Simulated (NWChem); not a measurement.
System: stibine (SbH₃); SMILES [SbH3]

The following NWChem deck was run.

```
start job
memory heap 200 mb stack 900 mb global 1100 mb
geometry units angstroms
  Sb     0.000220    -0.000171     0.024024
  H     -0.871458    -1.044523    -0.968766
  H     -0.487141     1.281685    -0.953390
  H      1.335232    -0.214119    -0.979940
end
basis spherical
  * library def2-tzvp
end
ecp
  Sb library def2-ecp
end
dft
  xc pbe0
  disp vdw 4
  iterations 150
end
driver
  maxiter 120
end
task dft optimize
dft
  grid fine
  convergence energy 1d-8 density 1d-7
end
task dft freq numerical
```

def2 effective core potentials on Sb; no spin-orbit coupling.

The level has its own optimisation; frequencies are unscaled.

**Question.** Give the results of this calculation. (PBE0-D3(BJ)/def2-TZVP with def2 effective core potentials on Sb.) Quantities: r H–Sb (Å); highest harmonic frequency (cm⁻¹); lowest (cm⁻¹); zero-point energy (kcal/mol).

**Answer.** 
```
Quantity                           Value
---------------------------------  -----
r H–Sb (Å)                         1.708
highest harmonic frequency (cm⁻¹)   1971
lowest (cm⁻¹)                        805
zero-point energy (kcal/mol)        12.0
```
